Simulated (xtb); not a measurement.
Ge(H)3(OH) (GeH4O), SMILES [GeH3][OH]. All values are semi-empirical tight-binding results from xtb (GFN2-xTB unless named), good for trends rather than for accurate numbers. Geometry optimised at GFN2-xTB.

For metal compounds this method's bond lengths and energies can be far off.

point group as xtb finds it: Cs
orbital gap: 8.38 eV
zero-point energy: 21.3 kcal/mol
G − E(el) at 298.15 K (modified RRHO): 5.2 kcal/mol
